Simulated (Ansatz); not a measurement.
`O[SiH2][AlH][Cl]` + `[SiH3]N[SiH3]` → `[SiH3][N]([SiH3])[AlH][Cl]` + `O[SiH3]` at 600 K and 1 bar (cleavage of the Al–Si bond).

Program: Ansatz. Geometries: PBE0-D4/def2-TZVP. ΔE: electronic, gas phase. CBS: MP2 limit from def2 TZ/QZ plus the TZ coupled-cluster correction, frozen cores. This one scheme is used for every species. One conformer a species, not always the lowest.

```json
{"species": "`O[SiH2][AlH][Cl]`", "CCSD(T)/CBS energy (Eh)": "-1068.55078", "H − E (kJ/mol)": "162.6", "S (J/(mol·K))": "452.1"}
{"species": "`[SiH3]N[SiH3]`", "CCSD(T)/CBS energy (Eh)": "-637.10515", "H − E (kJ/mol)": "230.1", "S (J/(mol·K))": "420.5"}
{"species": "`[SiH3][N]([SiH3])[AlH][Cl]`", "CCSD(T)/CBS energy (Eh)": "-1339.00991", "H − E (kJ/mol)": "251.1", "S (J/(mol·K))": "520.6"}
{"species": "`O[SiH3]`", "CCSD(T)/CBS energy (Eh)": "-366.69042", "H − E (kJ/mol)": "135.7", "S (J/(mol·K))": "307.9"}
```

H − E and S are ideal-gas, rigid-rotor, harmonic terms from PBE0-D4/def2-TZVP, for one conformer and one mirror image of each species. 1 Eh = 2625.50 kJ/mol, R = 8.31446 J/(mol·K).

Q: By hand: ΔE, ΔH, ΔS and ΔG.

A: ΔE = (-1339.00991) + (-366.69042) − (-1068.55078) − (-637.10515) = -0.04440 Eh = -116.6 kJ/mol. Δ(H − E) = 251.1 + 135.7 − 162.6 − 230.1 = -5.9, so ΔH = -122.5 kJ/mol. ΔS = 520.6 + 307.9 − 452.1 − 420.5 = -44.1 J/(mol·K). ΔG = -122.5 − 600 × (-44.1)/1000 = -96.0 kJ/mol.

Q: By hand: the equilibrium constant, and the temperature at which ΔG would vanish if ΔH and ΔS stayed fixed.

A: log₁₀ K = −ΔG/(RT ln 10) = 8.4. ΔG = 0 at ΔH/ΔS = 2778 K, far beyond where these terms or the molecules hold.

ΔH outweighs TΔS. A doubt of 5 kJ/mol in ΔE shifts log₁₀ K by 0.4 here. Other conformers and mirror images would add mixing entropy, several J/(mol·K) or more a flexible species. Modes under 60 cm⁻¹, often nearly free rotors, make the harmonic entropy too high. These are equilibria of isolated gas molecules and say nothing of rates. Largest T1 diagnostic: 0.011 (customary marks: 0.02 for closed shells, 0.045 for open ones).
